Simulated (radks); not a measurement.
Values are calculated unless marked as measured or tabulated.
Q: Isoelectronic series with 11 electrons, all held in the configuration [Ne] 3s1, which need not be the ground one along the series. Level of theory: scalar-relativistic Kohn-Sham, LDA (Slater exchange, Perdew-Wang correlation), spin-polarised, spherical densities, finite nucleus; open shells are filled with parallel spins first; Fermi nuclear charge, rms radius of each element as measured or else 0.836 A^(1/3) + 0.57 fm (a radial shooting solver on a logarithmic mesh with Libxc functionals). Total energies (hartree) and orbital eigenvalues (eV) (* marks an orbital that is empty in some or all of the ions):

ion,E (hartree),3p up*,3s down*,3s up,2p down,2p up
Mn14+,-1067.78475,-390.3890,-415.5190,-422.8683,-1047.880,-1048.913
Fe15+,-1164.20510,-441.4798,-468.5307,-476.3378,-1172.610,-1173.708
Ni17+,-1369.93410,-552.9111,-583.9867,-592.7144,-1442.894,-1444.123
Cu18+,-1479.27387,-613.2599,-646.4517,-655.6420,-1588.471,-1589.766
Zn19+,-1592.95305,-676.7037,-712.0899,-721.7445,-1741.023,-1742.383
Ga20+,-1710.98891,-743.2479,-780.9137,-791.0341,-1900.562,-1901.988
Ge21+,-1833.39983,-812.8981,-852.9361,-863.5237,-2067.104,-2068.596
As22+,-1960.20534,-885.6605,-928.1710,-939.2273,-2240.664,-2242.222
Se23+,-2091.42489,-961.5415,-1006.633,-1018.159,-2421.259,-2422.883

Estimate the row of Co16+.

A: E (hartree) -1264.91635; 3p up* -495.6525; 3s down* -524.6833; 3s up -532.9498; 2p down -1304.278; 2p up -1305.441.
